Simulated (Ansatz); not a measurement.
Cartesian coordinates in Å:
```
Te 1.413 -1.240 -0.526
C -0.539 -0.354 -0.453
B -0.069 -0.175 0.995
Ge -0.044 1.547 -0.066
H 0.950 -2.718 0.089
H -1.317 -0.879 -0.995
H -0.205 -0.674 2.066
H -1.292 2.431 -0.161
H 1.104 2.062 -0.950
```

Charge 0, multiplicity 1. Te: def2 effective core potential. The bonds changed during the relaxation, so this is another structure than the one it started from.

Q: List the B3LYP/def2-TZVPP orbital energies in eV (Ansatz). (An estimate is asked.)

A: The calculation gave: Occupied: -10849.82, -1354.21, -1205.13, -1205.10, -1205.09, -277.35, -183.85, -171.34, -168.74, -120.57, -120.47, -120.31, -119.05, -118.97, -118.93, -44.32, -44.28, -44.13, -44.04, -44.03, -32.61, -32.57, -32.53, -32.47, -32.45, -20.59, -16.86, -14.55, -12.94, -11.57, -10.42, -9.51, -8.94, -7.63, -7.11, -6.28. Lowest empty: -1.32, -0.89, -0.54, 0.32, 0.92, 1.85, 1.90, 2.28.

B3LYP here is the variant with VWN-RPA as its local correlation; programs differ in this.
